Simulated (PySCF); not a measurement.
Molfile (atoms numbered from 1):
```
C6H10NOP
     RDKit          3D

 19 19  0  0  0  0  0  0  0  0999 V2000
   -0.1103   -2.0671   -1.0829 C   0  0  0  0  0  0  0  0  0  0  0  0
   -1.2179   -1.4450   -0.2964 C   0  0  0  0  0  0  0  0  0  0  0  0
   -1.1089   -1.0084    0.9769 C   0  0  0  0  0  0  0  0  0  0  0  0
   -2.2422   -0.4706    1.5125 O   0  0  0  0  0  0  0  0  0  0  0  0
   -3.2612   -0.4951    0.6457 C   0  0  0  0  0  0  0  0  0  0  0  0
   -4.4398   -0.0160    1.1192 N   0  0  0  0  0  0  0  0  0  0  0  0
   -5.5307    0.0725    0.1865 C   0  0  0  0  0  0  0  0  0  0  0  0
   -4.4799    0.8112    2.2999 C   0  0  0  0  0  0  0  0  0  0  0  0
   -2.8850   -1.1569   -0.9266 P   0  0  0  0  0  0  0  0  0  0  0  0
    0.8199   -2.1146   -0.4971 H   0  0  0  0  0  0  0  0  0  0  0  0
    0.0975   -1.4960   -2.0016 H   0  0  0  0  0  0  0  0  0  0  0  0
   -0.3672   -3.0925   -1.3929 H   0  0  0  0  0  0  0  0  0  0  0  0
   -0.2560   -1.0055    1.6540 H   0  0  0  0  0  0  0  0  0  0  0  0
   -5.5972   -0.8598   -0.3971 H   0  0  0  0  0  0  0  0  0  0  0  0
   -5.4133    0.9110   -0.5277 H   0  0  0  0  0  0  0  0  0  0  0  0
   -6.4729    0.2052    0.7363 H   0  0  0  0  0  0  0  0  0  0  0  0
   -3.7276    0.4713    3.0212 H   0  0  0  0  0  0  0  0  0  0  0  0
   -4.2873    1.8783    2.0749 H   0  0  0  0  0  0  0  0  0  0  0  0
   -5.4723    0.7303    2.7668 H   0  0  0  0  0  0  0  0  0  0  0  0
  1  2  1  0
  2  3  2  0
  3  4  1  0
  4  5  1  0
  5  6  1  0
  6  7  1  0
  6  8  1  0
  5  9  2  0
  9  2  1  0
  1 10  1  0
  1 11  1  0
  1 12  1  0
  3 13  1  0
  7 14  1  0
  7 15  1  0
  7 16  1  0
  8 17  1  0
  8 18  1  0
  8 19  1  0
M  END
```

Geometry: PBE0-D3(BJ)/def2-SVP; GIAO shifts from PySCF 2.14, gas phase, non-relativistic, averaged over equivalent atoms.

At wB97X-D/pcSseg-1 (210 basis functions, 46 s wall time on 1 thread of an Arm Neoverse V2, shared host):
```tsv
atoms	δ (ppm)
C5	206.6
C2	143.6
C3	138.5
C7/C8	38.4
C1	14.7
O4	294.3
N6	90.0
P9	10.6
H13	6.96
H14/H15/H16/H17/H18/H19	2.83
H10/H11/H12	2.16
```

Scale: TMS for ¹³C (σ = 184.54 ppm) and ¹H (σ = 31.38 ppm); ¹⁷O (σ = 333.19 ppm) vs H2O; NH3 for ¹⁵N (σ = 263.98 ppm); ³¹P (σ = 307.18 ppm) vs H3PO4 (reference shieldings calculated alike).

Problem. Estimate the result of repeating the calculation with PBE0/pcSseg-1.

Solution. 
| atoms | δ at PBE0/pcSseg-1 | change |
| --- | --- | --- |
| C5 | 201.7 | -4.9 |
| C2 | 142.3 | -1.3 |
| C3 | 137.4 | -1.1 |
| C7/C8 | 38.2 | -0.2 |
| C1 | 14.9 | +0.2 |
| O4 | 300.1 | +5.8 |
| N6 | 94.5 | +4.5 |
| P9 | 7.1 | -3.5 |
| H13 | 7.00 | +0.04 |
| H14/H15/H16/H17/H18/H19 | 2.85 | +0.02 |
| H10/H11/H12 | 2.21 | +0.05 |

Referencing at the same level of theory: ¹³C (184.41 ppm), ¹H (31.27 ppm) against TMS; H2O for ¹⁷O (334.56 ppm); NH3 for ¹⁵N (265.67 ppm); ³¹P (310.13 ppm) against H3PO4.

The largest change is at O4 (aromatic ring oxygen). Cost: 210 basis functions, 50 s wall time on 1 thread of an Arm Neoverse V2, shared host. The order of the carbon signals is the same at both levels.

Unscaled 17O shifts of doubly bonded oxygen tend to come out too high, by tens of ppm or more. Experimental scales use liquid or dissolved standards, which lie at an offset from isolated NH3 (liquid NH3: subtract about 20 ppm) and H2O (liquid H2O: subtract about 36 ppm) and H3PO4.
